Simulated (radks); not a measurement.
The numbers below are computed, except where a source is named.
Problem. These are the eigenvalues of the occupied orbitals of an atom or ion with whole-number occupations (hartree). Code: a radial shooting solver on a logarithmic mesh with Libxc functionals. Model: scalar-relativistic Kohn-Sham, PBE, spin-unpolarised, spherical densities, point nucleus.

| orbital | eigenvalue |
|---|---|
| 1s | -187.2785 |
| 2s | -37.66711 |
| 2p | -35.37431 |

Which element is it, and in what charge state? The configuration may be excited.

Solution. Z = 21, scandium, charge +15: Sc15+ in [He] 2s2 2p2. The list shows which subshells hold electrons but not how many an open one holds; the 1s level, -187.28 hartree, gives Z - s = 19.4 by -(Z - s)^2/2, which with screening and relativity narrows Z to a few neighbours, and the depths of the outer levels then fix element, charge and occupations together.
